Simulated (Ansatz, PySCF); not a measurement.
Gas-phase reaction in SMILES: FBF [difluoroborane] + 2 [H][H] (H2) -> B (BH3) + 2 F (HF)
Geometries: B3LYP-D3(BJ)/def2-TZVP minima from Ansatz (an electronic-structure program). Frequencies are from Ansatz or PySCF.

Property: energy of full hydrogenation (enthalpy at 298 K, with B3LYP-D3(BJ) rigid-rotor harmonic-oscillator terms), in kcal/mol. Correlated levels leave the core frozen unless marked. No spin-orbit coupling. No relativistic terms. Basis-set limits of correlation are two-point, X^-3; Hartree-Fock from the larger set.

```
level                                        program  energy of full hydrogenation (kcal/mol)  minus last row
------------------------------------  --------------  ---------------------------------------  --------------
HF/aug-cc-pVDZ                                Ansatz                                     55.3           -13.9
BP86-D4/def2-TZVPD                     PySCF + dftd4                                     70.5             1.3
PBE0/def2-TZVPD                               Ansatz                                     68.4            -0.8
MN15-D3(BJ)/def2-TZVPD                 PySCF + dftd3                                     76.2             7.0
LC-wPBE-D4/def2-TZVPD                 Ansatz + dftd4                                     68.7            -0.5
PBE-QIDH/def2-TZVPD                           Ansatz                                     69.4             0.2
RI-MP2/cc-pVQZ                                Ansatz                                     71.0             1.8
CCSD/aug-cc-pVTZ                              Ansatz                                     67.2            -2.0
CCSD(T)/cc-pwCVTZ                             Ansatz                                     73.2             4.0
CCSD(T)/CBS(aug-cc-pVTZ,aug-cc-pVQZ)          Ansatz                                     69.2             0.0
```
